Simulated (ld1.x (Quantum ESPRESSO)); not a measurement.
## nitrogen, ultrasoft: configuration errors across variants

ld1.x (Quantum ESPRESSO) 7.5 input, shortened:

```
&input
   title='N', zed=7., rel=1, dft='PBE', iswitch=3,
   config='[He] 2s2 2p3 3d-2'
 /
 &inputp
   pseudotype=3, tm=.true., lloc=-1, rcloc=0.75,
   nlcc=.false.
 /
6
2S  1  0   2.00   0.00  0.70  0.85  0.0
2S  1  0   0.00  -0.65  0.70  0.85  0.0
2P  2  1   3.00   0.00  1.25  1.70  0.0
2P  2  1   0.00   2.75  1.25  1.70  0.0
3D  3  2  -2.00   0.05  1.15  1.30  0.0
3D  3  2  -2.00   2.80  1.15  1.30  0.0
 &test
   configts(1)='2s2 2p3'
 /
```

All-electron excitation energies from the reference (eV): (1) 2s2 2p2 13.591; (2) 2s2 2p1 42.445; (3) 2s2 2p0 89.528; (4) 2s0 2p5 23.041; (5) 2s1 2p0 167.346; (6) 2s1 2p3 25.372; (7) 2s2 2p2.5 5.093.

The overlap operator is not positive definite (basis up to 400 Ry) in “base”, “waves 2p (bound): rcut 1.25, rcutus 1.86 bohr; 2p channel at 2.75 Ry: rcut 1.25, rcutus 1.86 bohr”, “core correction a·sin(br)/r model core inside 0.94 bohr”, “local potential all-electron potential smoothed inside 0.85 bohr (lloc = -1)”. Such files are unfit for use, however small their errors in these radial tests.

Tests that are not counted but printed errors over 1 eV. “local potential all-electron potential smoothed inside 0.85 bohr (lloc = -1)”: 2s0 2p5 (solver errors, printed error -200 eV); 2s2 2p2.5 (solver errors, printed error -157 eV); 1 more.

Errors AE − PS in meV (a dash: test not solved or not reliable):

| change | (1) | (2) | (3) | (4) | (5) | (6) | (7) | bound ghosts |
| --- | --- | --- | --- | --- | --- | --- | --- | --- |
| base | -171 | -365 | +434 | +24 | +778 | -288 | -49 | not determined (overlap not positive) |
| waves 2p (bound): rcut 1.25, rcutus 1.86 bohr; 2p channel at 2.75 Ry: rcut 1.25, rcutus 1.86 bohr | -174 | -396 | +434 | +43 | +778 | -279 | -45 | not determined (overlap not positive) |
| type TM; waves now 2s (bound): rc 0.85 bohr; 2p (bound): rc 1.70 bohr; 3d channel at 0.05 Ry: rc 1.30 bohr; local potential the d channel | +19 | +207 | +964 | +10 | +1645 | -34 | +2.4 | none |
| core correction a·sin(br)/r model core inside 0.94 bohr | -172 | -371 | +422 | +27 | +746 | -289 | -49 | not determined (overlap not positive) |
| local potential all-electron potential smoothed inside 0.85 bohr (lloc = -1) | -328 | -469 | +434 | – | +777 | – | – | not determined (overlap not positive) |
| waves 3d channel at 0.05 Ry: rcut 0.92, rcutus 0.98 bohr; 3d channel at 2.8 Ry: rcut 0.92, rcutus 0.98 bohr | -171 | -365 | +434 | +24 | +778 | -288 | -49 | not determined |

(1) Give the same row for: local potential all-electron potential smoothed inside 1.74 bohr (lloc = -1).

Results:

(1) -160, -253, +435, –, –, –, –; bound ghosts: not determined.
